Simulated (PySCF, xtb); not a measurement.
Se2, neutral, multiplicity 3. Atoms are numbered in the order given.

```xyz
2

Se     0.0000     0.0000    -1.0941
Se     0.0000     0.0000     1.0941
```
Charge 0, spin multiplicity 3.

Coordinates come from a B3LYP-D3(BJ)/def2-TZVP optimisation.

Level of theory: PySCF with C-PCM-PBE0/def2-SVP.

The values are the electrostatic part of the solvation free energy, E(continuum) − E(gas) at the gas-phase geometry, in a cavity of scaled van der Waals radii (PySCF's table); cavitation and dispersion terms are not included. The dipole moment in vacuum is 0.00 D.

```tsv
solvent	ε	ΔG(elec) (kcal/mol)	dipole (D)
water	78.36	-0.3	0.00
cyclohexanone	15.62	-0.3	0.00
dimethylsulfoxide	46.83	-0.3	0.00
```

For comparison, GFN2-xTB/ALPB(water) (xtb, at the GFN2-xTB geometry, all terms of that model) gives 1.4 kcal/mol.
